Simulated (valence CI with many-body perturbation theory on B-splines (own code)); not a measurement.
E1 line list for Gd⁵¹⁺

Calculated by valence CI with perturbative core correlation (CI+MBPT): three valence electrons over a frozen Dirac-Fock core [Ne], radial functions for each j: 11 s, 11 p, 10 d, 8 f, 5 g, 2 h, with the one-electron correlation potential Σ1 (screened to all orders), the two-electron term Σ2, the three-electron term Σ3, Breit, model QED; selected single and double excitations, second order for the rest, scaled by the run's own slope (own B-spline code, finite nucleus).

No measured spectrum was set against this ion. As an estimate, large intervals hold to a few tenths of a per cent, small ones and those within an open d or f shell to about a per cent.

Lines 101 to 150 of 584 in falling wavelength, among levels below 168.82 Ry, chosen from the strongest by gf and those to the six lowest levels. Wavelengths and rates use the calculated energies. Electric multipoles are in the length gauge with retardation, E1 and E2 with the static RPA response of the core. Weak lines are less certain than strong ones. Lines between different terms over intervals too small for the method are left out, as are lines whose strength nearly cancels. The highest levels of a list are the least certain.

Levels are named by their leading jj configuration (3d3/2^4 stands for four electrons in 3d with j = 3/2), which in mixed levels can hold well under half, so a name can repeat and another be missing. Letters in brackets count levels of one name in rising energy.

| λ vac (Å) | Upper | Lower | A (s⁻¹) | log gf | Branch % |
| --- | --- | --- | --- | --- | --- |
| 57.82 | (3s 3p1/2 3d5/2) J=3/2 | (3s 3p1/2 3p3/2) J=1/2 | 8.81e+10 | -0.75 | 23.0 |
| 57.71 | (3p1/2 3d5/2^2) J=9/2 | (3p1/2 3p3/2 3d5/2) J=7/2 [b] | 1.19e+11 | -0.23 | 55.6 |
| 57.66 | (3s 3p1/2 3d3/2) J=3/2 [b] | (3s 3p1/2 3p3/2) J=3/2 [a] | 5.39e+09 | -1.97 | 0.5 |
| 57.50 | (3d3/2^2 3d5/2) J=5/2 [a] | (3p3/2 3d3/2^2) J=5/2 | 3.91e+10 | -0.93 | 3.0 |
| 57.40 | (3p3/2 3d5/2^2) J=5/2 [b] | (3p3/2^2 3d5/2) J=3/2 | 1.17e+11 | -0.46 | 12.4 |
| 57.32 | (3s 3d3/2 3d5/2) J=1/2 | (3s 3p3/2 3d3/2) J=1/2 [b] | 9.27e+10 | -1.04 | 7.0 |
| 57.29 | (3d3/2 3d5/2^2) J=5/2 [a] | (3p3/2 3d3/2 3d5/2) J=5/2 [c] | 4.59e+10 | -0.87 | 4.5 |
| 57.12 | (3p3/2 3d3/2 3d5/2) J=3/2 [a] | (3p3/2^2 3d3/2) J=3/2 [a] | 4.80e+10 | -1.03 | 3.5 |
| 57.11 | (3p3/2 3d3/2 3d5/2) J=5/2 [b] | (3p3/2^2 3d3/2) J=3/2 [a] | 1.01e+11 | -0.53 | 7.9 |
| 56.99 | (3s 3p1/2 3d5/2) J=5/2 [a] | (3s 3p1/2 3p3/2) J=5/2 | 4.69e+09 | -1.86 | 3.0 |
| 56.90 | (3d3/2 3d5/2^2) J=9/2 | (3p3/2 3d3/2 3d5/2) J=7/2 [b] | 2.34e+10 | -0.94 | 3.0 |
| 56.85 | (3d3/2 3d5/2^2) J=7/2 [a] | (3p3/2 3d3/2 3d5/2) J=5/2 [b] | 8.22e+10 | -0.50 | 9.4 |
| 56.78 | (3s 3p1/2 3d5/2) J=5/2 [b] | (3s 3p1/2 3p3/2) J=3/2 [b] | 7.33e+10 | -0.67 | 52.6 |
| 56.67 | (3s 3d5/2^2) J=3/2 | (3s 3p3/2 3d5/2) J=1/2 | 9.91e+10 | -0.72 | 19.0 |
| 56.65 | (3p1/2 3p3/2 3d5/2) J=5/2 [a] | (3p1/2 3p3/2^2) J=5/2 | 4.96e+10 | -0.84 | 10.4 |
| 56.34 | (3p3/2 3d3/2 3d5/2) J=5/2 [d] | (3p3/2^2 3d3/2) J=3/2 [b] | 1.14e+11 | -0.49 | 10.0 |
| 56.33 | (3s 3d5/2^2) J=9/2 | (3s 3p3/2 3d5/2) J=7/2 [a] | 1.31e+11 | -0.21 | 33.6 |
| 56.30 | (3p3/2 3d3/2 3d5/2) J=3/2 [c] | (3p3/2^2 3d3/2) J=3/2 [b] | 7.78e+10 | -0.83 | 5.4 |
| 56.20 | (3d3/2 3d5/2^2) J=7/2 [b] | (3p3/2 3d3/2 3d5/2) J=9/2 [b] | 5.60e+10 | -0.67 | 6.8 |
| 56.12 | (3d5/2^3) J=5/2 | (3p3/2 3d5/2^2) J=5/2 [b] | 1.88e+11 | -0.27 | 33.0 |
| 56.12 | (3p3/2 3d5/2^2) J=7/2 [a] | (3p3/2^2 3d5/2) J=7/2 | 5.07e+10 | -0.72 | 7.3 |
| 56.05 | (3s 3d5/2^2) J=7/2 | (3s 3p3/2 3d5/2) J=7/2 [b] | 6.09e+10 | -0.64 | 15.4 |
| 56.03 | (3p1/2 3d3/2 3d5/2) J=5/2 [a] | (3p1/2 3p3/2 3d3/2) J=3/2 [a] | 6.61e+10 | -0.73 | 29.3 |
| 56.02 | (3d3/2^2 3d5/2) J=5/2 [a] | (3p3/2 3d3/2^2) J=3/2 [a] | 8.62e+10 | -0.61 | 6.6 |
| 55.87 | (3d3/2^2 3d5/2) J=7/2 | (3p3/2 3d3/2^2) J=7/2 | 4.10e+10 | -0.81 | 3.4 |
| 55.86 | (3d3/2^2 3d5/2) J=9/2 | (3p3/2 3d3/2^2) J=7/2 | 1.61e+11 | -0.12 | 14.3 |
| 55.85 | (3p1/2 3d5/2^2) J=5/2 | (3p1/2 3p3/2 3d5/2) J=7/2 [b] | 3.94e+10 | -0.96 | 13.7 |
| 55.74 | (3d3/2 3d5/2^2) J=5/2 [b] | (3p3/2 3d3/2 3d5/2) J=5/2 [c] | 6.14e+10 | -0.77 | 7.1 |
| 55.63 | (3s 3p1/2 3d5/2) J=3/2 | (3s 3p1/2 3p3/2) J=3/2 [b] | 3.27e+10 | -1.22 | 8.6 |
| 55.62 | (3s 3d3/2 3d5/2) J=5/2 [b] | (3s 3p3/2 3d3/2) J=3/2 [b] | 7.38e+10 | -0.69 | 6.6 |
| 55.59 | (3s 3p3/2 3d5/2) J=5/2 [a] | (3s 3p3/2^2) J=5/2 | 9.73e+10 | -0.57 | 19.3 |
| 55.56 | (3d5/2^3) J=5/2 | (3p3/2 3d5/2^2) J=7/2 [b] | 9.08e+10 | -0.60 | 16.0 |
| 55.55 | (3p3/2 3d5/2^2) J=7/2 [a] | (3p3/2^2 3d5/2) J=9/2 | 4.04e+10 | -0.83 | 5.8 |
| 55.54 | (3p3/2 3d5/2^2) J=9/2 | (3p3/2^2 3d5/2) J=7/2 | 1.43e+11 | -0.18 | 17.5 |
| 55.49 | (3p1/2 3d3/2 3d5/2) J=5/2 [b] | (3p1/2 3p3/2 3d3/2) J=3/2 [b] | 6.92e+10 | -0.72 | 7.3 |
| 55.47 | (3d3/2 3d5/2^2) J=7/2 [b] | (3p3/2 3d3/2 3d5/2) J=5/2 [c] | 3.33e+10 | -0.91 | 4.0 |
| 55.38 | (3d3/2 3d5/2^2) J=3/2 [b] | (3p3/2 3d3/2 3d5/2) J=1/2 [b] | 1.05e+11 | -0.71 | 12.0 |
| 55.37 | (3d5/2^3) J=9/2 | (3p3/2 3d5/2^2) J=9/2 | 1.68e+11 | -0.11 | 39.4 |
| 55.34 | (3p1/2 3d3/2 3d5/2) J=7/2 [a] | (3p1/2 3p3/2 3d3/2) J=5/2 [a] | 7.82e+10 | -0.54 | 49.6 |
| 55.32 | (3d3/2^2 3d5/2) J=7/2 | (3p3/2 3d3/2^2) J=5/2 | 1.30e+11 | -0.32 | 10.7 |
| 55.27 | (3d5/2^3) J=3/2 | (3p3/2 3d5/2^2) J=1/2 | 1.28e+11 | -0.63 | 22.4 |
| 55.26 | (3p1/2 3p3/2 3d5/2) J=1/2 | (3p1/2 3p3/2^2) J=1/2 | 1.68e+11 | -0.81 | 34.0 |
| 55.26 | (3p3/2 3d3/2 3d5/2) J=7/2 [c] | (3p3/2^2 3d3/2) J=5/2 | 2.61e+11 | -0.02 | 20.9 |
| 55.10 | (3p3/2 3d3/2 3d5/2) J=9/2 [b] | (3p3/2^2 3d3/2) J=7/2 | 3.22e+11 | 0.17 | 28.3 |
| 55.07 | (3s 3d3/2 3d5/2) J=3/2 [b] | (3s 3p3/2 3d3/2) J=3/2 [b] | 6.82e+10 | -0.91 | 6.5 |
| 54.99 | (3p3/2 3d5/2^2) J=9/2 | (3p3/2^2 3d5/2) J=9/2 | 1.62e+11 | -0.13 | 19.8 |
| 54.95 | (3s 3d5/2^2) J=1/2 | (3s 3p3/2 3d5/2) J=3/2 [b] | 1.78e+11 | -0.79 | 34.2 |
| 54.94 | (3p3/2 3d3/2 3d5/2) J=1/2 [b] | (3p3/2^2 3d3/2) J=3/2 [b] | 1.94e+11 | -0.76 | 14.2 |
| 54.90 | (3d3/2 3d5/2^2) J=5/2 [b] | (3p3/2 3d3/2 3d5/2) J=7/2 [c] | 6.32e+10 | -0.77 | 7.3 |
| 54.90 | (3s 3p3/2 3d5/2) J=1/2 | (3s 3p3/2^2) J=1/2 | 2.27e+11 | -0.69 | 49.4 |
